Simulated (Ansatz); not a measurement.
Stepwise reaction of `C[O][SnH]([OH])[OH]` with hydrogen, as a gas-phase model of exchange steps in deposition or etching. ΔE in kJ/mol.

Computed with Ansatz on PBE0-D4/def2-TZVP structures; ΔE is electronic, products minus reactants. CBS: MP2 limit from def2 TZ/QZ plus the TZ coupled-cluster correction, frozen cores. This one scheme is used for every species. DFT in def2-TZVPP. B3LYP here is the variant with VWN-RPA as its local correlation; programs differ in this. Elements past krypton have def2 core potentials. For Sn outer-core shells are correlated without core-valence functions, which leaves a few kJ/mol of doubt a bond. One conformer a species, not always the lowest.

```
step                                             reaction  PBE-D4  B3LYP-D4  ωB97M-V  CCSD(T)/CBS
   1  `C[O][SnH]([OH])[OH]` + H₂ → `C[O][SnH2][OH]` + H₂O    18.7      18.2     16.3         20.1
```

Question: Give the row of step 2, `C[O][SnH2][OH]` + H₂ → `C[O][SnH3]` + H₂O. (Best estimate.)

Answer: Ansatz gave: 
```json
{"step": "2", "reaction": "`C[O][SnH2][OH]` + H₂ → `C[O][SnH3]` + H₂O", "PBE-D4": "3.5", "B3LYP-D4": "4.8", "ωB97M-V": "2.2", "CCSD(T)/CBS": "7.0"}
```

Question: By hand: ΔE of the 2 steps together at CCSD(T)/CBS.

Answer: (20.1) + (7.0) = 27.1 kJ/mol, or 13.6 kJ/mol a step.

In ΔE each step is lower than the one before. All are uphill at CCSD(T)/CBS. PBE-D4 differs from CCSD(T)/CBS by -3.5 to -1.4 kJ/mol a step. Isolated molecules leave out the surface, adducts and barriers. Largest T1 diagnostic: 0.014.
